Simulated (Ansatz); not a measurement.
One change: `N[SiH2]S[Si](N)(F)F` becomes `N[Si](F)(F)Cl`.

Ansatz, PBE0-D4/def2-TZVP geometries, multiplicity 1. Each molecule was computed in one conformer, which needn't be the lowest.

```
                             property  `N[SiH2]S[Si](N)(F)F`
   HOMO energy (PBE0/def2-TZVPP) / eV                  -7.53
LUMO energy (ωB97M-V/def2-TZVPP) / eV                   1.96
    LUMO energy (PBE/def2-TZVPP) / eV                  -0.45
 HOMO–LUMO gap (PBE0/def2-TZVPP) / eV                   7.92
HOMO–LUMO gap (B3LYP/def2-TZVPP) / eV                   7.41
   LUMO energy (PBE0/def2-TZVPP) / eV                   0.39
```

**Question.** Give the same properties after the change, and the shifts. (Estimate.)

**Answer.** The calculation gave: 
| property | `N[Si](F)(F)Cl` | shift |
| --- | --- | --- |
| HOMO energy (PBE0/def2-TZVPP) / eV | -8.50 | -0.97 |
| LUMO energy (ωB97M-V/def2-TZVPP) / eV | 1.95 | -0.01 |
| LUMO energy (PBE/def2-TZVPP) / eV | -0.43 | 0.02 |
| HOMO–LUMO gap (PBE0/def2-TZVPP) / eV | 8.96 | 1.04 |
| HOMO–LUMO gap (B3LYP/def2-TZVPP) / eV | 8.32 | 0.91 |
| LUMO energy (PBE0/def2-TZVPP) / eV | 0.46 | 0.07 |

With PBE0 the HOMO falls by 0.97 eV and the LUMO rises by 0.07 eV, so the gap widens by about 1.04 eV. PBE moves the HOMO by -0.77 eV and ωB97M-V by -1.10 eV.

B3LYP here is the variant with VWN-RPA as its local correlation; programs differ in this.
